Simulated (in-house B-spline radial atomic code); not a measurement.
Configurations of Cu⁸⁺, with energies counted from [Ar] (3d3/2)3. All numbers are computed (Dirac-Hartree-Fock, average of each configuration as written; Fermi nucleus of rms radius 3.8823 fm) with an all-electron radial atomic-structure program (B-spline basis), not measured. Energies include first-order Breit, QED and recoil terms.

Occupations are held fixed; configurations that lie above the ionisation limit could autoionise.

| configuration | E - E(ref) (eV) | highest orbital | its <r> (bohr) |
| --- | --- | --- | --- |
| [Ar] (3d3/2)1 (3d5/2)2 | 1.8164 | 3d5/2 | 0.6712 |
| [Ne] 3s2 (3p1/2)1 (3p3/2)4 (3d3/2)1 (3d5/2)3 | 76.419 | 3d3/2 | 0.672 |
| [Ar] (3d5/2)2 (4p1/2)1 | 86.553 | 4p1/2 | 1.593 |
| [Ar] (3d3/2)1 (3d5/2)1 (5p1/2)1 | 134.07 | 5p1/2 | 2.833 |
| [Ar] (3d3/2)1 (3d5/2)1 (5g9/2)1 | 153.08 | 5g9/2 | 3.045 |
| [Ar] (3d3/2)1 (3d5/2)1 7s1 | 166.68 | 7s1/2 | 6.03 |
| [Ne] 3s2 (3p1/2)1 (3p3/2)4 (3d3/2)2 (3d5/2)1 (7p3/2)1 | 244.95 | 7p3/2 | 6.328 |

Task: Order these further configurations by energy, lowest first.
A. [Ar] (3d3/2)2 5s1
B. [Ar] (3d3/2)1 (3d5/2)1 (6g9/2)1
C. [Ar] (3d3/2)1 (3d5/2)1 (5f5/2)1
D. [Ne] 3s2 (3p1/2)1 (3p3/2)4 (3d5/2)3 4s1
E. [Ne] 3s2 (3p1/2)2 (3p3/2)3 (3d3/2)1 (3d5/2)2 6s1

Result: A (127.26 eV), D (144.2 eV), C (151.57 eV), B (166.55 eV), E (225.19 eV).

Task: How far above the reference does [Ar] (3d3/2)2 (3d5/2)1 lie?

Result: 1.2296 eV; its least bound orbital is 3d5/2 with <r> = 0.6716 bohr.

Task: How far above the reference does [Ne] 3s2 (3p1/2)1 (3p3/2)4 (3d3/2)1 (3d5/2)2 (6g9/2)1 lie?

Result: 240.9 eV; its least bound orbital is 6g9/2 with <r> = 4.87 bohr.
